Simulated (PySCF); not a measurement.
# Optical rotation: SMILES C#CC=C=C(C#C)B(C)C, C₉H₉B

Cartesian coordinates in Å; atom numbers follow the order of the lines, from 1:
```xyz
19

C     4.062   -1.615   -0.146
C     3.068   -1.183    0.399
C     1.907   -0.698    1.067
C     1.050    0.148    0.538
C     0.147    0.948   -0.004
C     0.252    2.369    0.133
C     0.293    3.578    0.221
B    -1.049    0.295   -0.823
C    -2.112    1.261   -1.448
C    -1.144   -1.258   -0.995
H     4.941   -1.992   -0.634
H     1.721   -1.052    2.091
H     0.340    4.648    0.307
H    -2.714    1.666   -0.612
H    -1.649    2.144   -1.916
H    -2.801    0.779   -2.156
H    -0.881   -1.479   -2.047
H    -2.182   -1.607   -0.877
H    -0.478   -1.854   -0.355
```

Theory: TDDFT CAM-B3LYP/aug-cc-pVDZ circular dichroism and optical rotation, one conformer, gas phase in PySCF 2.14.0. Geometry: PBE0-D3(BJ)/def2-SVP.

No stereocentre is labelled: unless the shape is locked (an allene, a helicene, a hindered biaryl), the mirror image is equally populated and a measured rotation or CD is zero.

Task: What is the specific rotation at 633, 589.3, 546, 436, 405, 365, 355 nm?

Result: [α] in deg dm⁻¹ (g/mL)⁻¹:
```tsv
λ (nm)	origin-invariant length gauge	modified velocity gauge	length gauge (centre of mass)	isotropic polarisability (au)
633	-66.0	-68.4	-65.8	138.2
589.3	-78.0	-80.8	-77.7	139.3
546	-93.5	-96.9	-93.2	140.7
436	-165.9	-172.1	-165.4	147.0
405	-203.3	-211.0	-202.7	150.1
365	-273.6	-284.2	-272.9	156.2
355	-295.8	-307.5	-295.1	158.2
```

Task: And for the mirror image at 589.3 nm?

Result: +78.0 deg dm⁻¹ (g/mL)⁻¹ (origin-invariant length gauge): the same size and the opposite sign.

Task: What is the molar rotation [Φ] = [α]·M/100 of the geometry above at 589.3 nm?

Result: With M = 127.98 g/mol, -99.8 deg cm² dmol⁻¹ (origin-invariant length gauge).

The first excitation lies at 4.32 eV (287 nm) with R = +1.6 × 10⁻⁴⁰ esu² cm² (velocity form).
